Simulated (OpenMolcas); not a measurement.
# Co5+, Rh5+, Ir5+: d⁴ down the group

```
Program             : OpenMolcas 26.06
Method              : SS-CASPT2, IPEA 0.25 Eh, imaginary shift 0.1 Eh
Basis               : ANO-RCC-VTZP
Scalar Hamiltonian  : DKH2, point nucleus
Spin-orbit coupling : state interaction with AMFI integrals over the reference wave functions, term energies averaged over their components
```

Active space for each ion: 4 electrons in 5 orbitals (d); closed shells correlated by CASPT2: Co5+ 3s 3p; Rh5+ 4s 4p; Ir5+ 5s 5p.

Computed levels in cm-1 above ⁵D₀:

| Level | Co5+ | Rh5+ | Ir5+ |
| --- | --- | --- | --- |
| ⁵D₁ | 221 | 688 | 6130 |
| ⁵D₂ | 644 | 1784 | 11080 |
| ⁵D₃ | 1241 | 3100 | 14660 |
| ⁵D₄ | 1984 | 4550 | 16650 |
| ³H₄ | 29940 | 20170 | 25360 |
| ³P₁(1) | 30090 | 21680 | 31200 |
| ³H₅ | 30450 | 21820 | 31520 |
| ³H₆ | 30980 | 23090 | 34260 |
| ³F₂(1) | 32350 | 23350 | 30110 |
| weight of ⁵D in the lowest level (%) | 100 | 96 | 59 |

Mixed levels, with the weight of the term that names them: Ir5+ ⁵D₀ (59 %), Ir5+ ⁵D₄ (59 %), Ir5+ ³H₄ (54 %), Ir5+ ³P₁(1) (73 %), Ir5+ ³H₆ (71 %), Ir5+ ³F₂(1) (62 %).

Measured, with the error of the calculation in %. Measured levels: Co5+ from Sugar and Corliss, J. Phys. Chem. Ref. Data 10, 1097 (1981).

```json
{"Level": "⁵D₁", "Co5+": "204 (+8.4)"}
{"Level": "⁵D₂", "Co5+": "589 (+9.4)"}
{"Level": "⁵D₃", "Co5+": "1125 (+10.4)"}
{"Level": "⁵D₄", "Co5+": "1782 (+11.4)"}
{"Level": "³H₄", "Co5+": "28377 (+5.5)"}
{"Level": "³P₁(1)", "Co5+": "28462 (+5.7)"}
{"Level": "³H₅", "Co5+": "28806 (+5.7)"}
{"Level": "³H₆", "Co5+": "29234 (+6.0)"}
{"Level": "³F₂(1)", "Co5+": "30555 (+5.9)"}
```

The fine-structure level ⁵D₄ changes by a factor of 8.39 from Co5+ to Ir5+.

Without spin-orbit coupling ³H lies 29380, 19310, 17520 cm-1 above ⁵D in that order; the difference to the level ³H₄, of either sign, comes from spin-orbit coupling, which also lowers the zero.

Term energies are means over components that CASPT2 splits; among the terms shown or strongly mixed into the levels shown the widest spread is 130 cm-1 (5d⁴ ³F(1), Ir5+). Terms from blocks run as CI alone lack orbitals of their own. Computed and measured levels are paired by configuration, term and J; levels that our copy of the source lacks, or whose pairing is in doubt (as where it misses far off the trend of its configuration), stay unpaired and out of the deviations. Only configurations of the active space appear.

A number in round brackets counts repeated terms of one configuration in the order of the reference energies.
